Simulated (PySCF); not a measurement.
# One molecule, several mistakes: Al2BCH4

All numbers below are calculated, not measured. They come from PySCF 2.14.0, an open-source quantum chemistry program, on an isolated molecule that a program drew, which may never have been made. The molecule is Al2BCH4 (charge 0, doublet), drawn as the SMILES string `B=[CH][AlH][AlH]`.

Each row is a Hartree-Fock (HF) and frozen-core CCSD(T) single point in the cc-pV(D+d)Z basis, meant for a local HF minimum. Run 1 is clean. Each other run has one planted mistake out of seven kinds, and not every kind appears here: one electron removed, one electron added, multiplicity raised by two, geometry at a saddle point, minimal basis STO-3G, one bond length entered in bohr, all coordinates scaled. The reference is restricted for singlets and unrestricted otherwise, and also for a bond in bohr. Adding or removing an electron swaps singlet and doublet. Electrons count all cores. HOMO and LUMO are orbital energies over both spins, the gradient is its largest component, and the lowest frequency (negative if imaginary) is given only where the gradient is small. Bond lengths are over the 7 bonds as drawn. T1 is the CCSD diagnostic: over 0.02 (restricted) or 0.045 (unrestricted) a single reference is doubtful.

Geometry of the clean run:
```xyz
8
Al2BCH4, angstrom
B    -1.1963   -0.2685   -1.8159
C    -0.8120    0.6704   -0.8951
Al    1.1059    0.4429   -0.6954
Al    2.5862    2.0840    0.6993
H    -1.4034   -1.1094   -2.6117
H    -1.3549    1.4194   -0.3378
H     1.7676   -0.6995   -1.5870
H     2.9823    1.9002    2.2358
```

| run | electrons | basis functions | <S^2> | HOMO (eV) | LUMO (eV) | gradient (hartree/bohr) | lowest frequency (cm^-1) | mean bond (Å) | longest bond (Å) | T1 | HF (hartree) | CCSD(T) (hartree) | mistake |
|---|---|---|---|---|---|---|---|---|---|---|---|---|---|
| 1 | 41 | 94 | 0.779 | -7.21 | 0.48 | 1.4e-05 | 86 | 1.6245 | 2.613 | 0.0210 | -548.63870 | -549.01813 | no fault |
| 2 | 41 | 94 | 0.941 | -7.66 | 0.73 | 1.1e-02 | - | 1.9567 | 4.938 | 0.0477 | -548.59552 | -548.97314 | one bond length entered in bohr |
| 3 | 40 | 94 | 0.000 | -13.21 | -5.80 | 3.3e-02 | - | 1.6245 | 2.613 | 0.0175 | -548.39961 | -548.76939 | one electron removed |
| 4 | 41 | 94 | 0.761 | -7.23 | 0.04 | 4.4e-05 | -188 | 1.6295 | 2.647 | 0.0189 | -548.63552 | -549.01451 | geometry at a saddle point |
| 5 | 41 | 32 | 0.780 | -2.96 | 7.02 | 5.5e-02 | - | 1.6245 | 2.613 | 0.0202 | -541.95763 | -542.16546 | ? |

**Which mistake was planted in run 5, and what did it cost?**

It has 32 basis functions where the clean run has 94, with the same electrons and geometry. So the mistake is: minimal basis STO-3G. Subtracting run 1 and multiplying by 627.51 kcal/mol a hartree, the energy moved by 4192.4 kcal/mol in HF and 4300.1 kcal/mol in CCSD(T).

Cautions from the logs. Run 2: T1 is over the limit, so its CCSD(T) energy is less reliable.
